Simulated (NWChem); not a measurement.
**Atomisation of H$_{5}$InO$_{3}$**

```
In
H 1 1.7192
O 1 2.0577 2 129.30
H 3 0.9750 1 113.30 2 -0.64
O 1 2.0577 2 129.30 3 164.17
H 5 0.9750 1 113.30 2 0.64
H 5 1.9779 6 123.84 1 -86.69
O 7 0.9967 5 128.12 6 107.25
H 8 0.9967 7 102.65 5 80.88
```
Charge 0, spin multiplicity 1.

Program: NWChem. Structure: optimised with PBE/def2-SVP with def2 effective core potentials on In, held to Cs symmetry and with no frequency check, so it may be a saddle point. It is one conformer; others weren't searched.

Basis set: def2-TZVP. The atomisation energy is electronic alone: no zero-point, thermal, spin-orbit or counterpoise terms. No value is extrapolated to the basis-set limit. Free atoms are single determinants with multiplicities In 2, H 2, O 3.

Effective core potentials replace the inner electrons of In; spin-orbit coupling is left out. B3LYP has NWChem's definition, with VWN1-RPA local correlation. The structure started from a generated list of species. The stability of the SCF solutions was not checked.

Task: One of these methods gave an atomisation energy of 655.2 kcal/mol. Which?
(A) PBE0
(B) BLYP
(C) LDA (SVWN5)
(D) B3LYP

Result: D, B3LYP. The others give 651.1 (PBE0), 660.9 (BLYP), 787.3 (LDA (SVWN5)).
